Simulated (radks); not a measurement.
Values are calculated unless marked as measured or tabulated.
Question: Ionisation of K+, [Ar], to K2+, [Ne] 3s2 3p5, under several functionals. Dirac Kohn-Sham, spin-unpolarised, spherical densities, finite nucleus; open shells fill j = l - 1/2 first; a radial shooting solver on a logarithmic mesh with Libxc functionals. The NIST Atomic Spectra Database gives 31.625 eV (measured). Rank these functionals by the error of their Delta-SCF ionisation energy: Wu-Cohen GGA; exchange-only LDA; PBE; exchange-only B88.

Answer: From best to worst: Wu-Cohen GGA 31.813 eV (+0.188); PBE 31.834 eV (+0.209); exchange-only B88 30.687 eV (-0.938); exchange-only LDA 30.362 eV (-1.263). Spin polarisation and multiplet splitting are left out, so open shells lie too high by an amount that depends on their filling.

Beside tabulated values, note that spin-unpolarised runs miss the spin-polarisation part of the exchange energy of open shells.
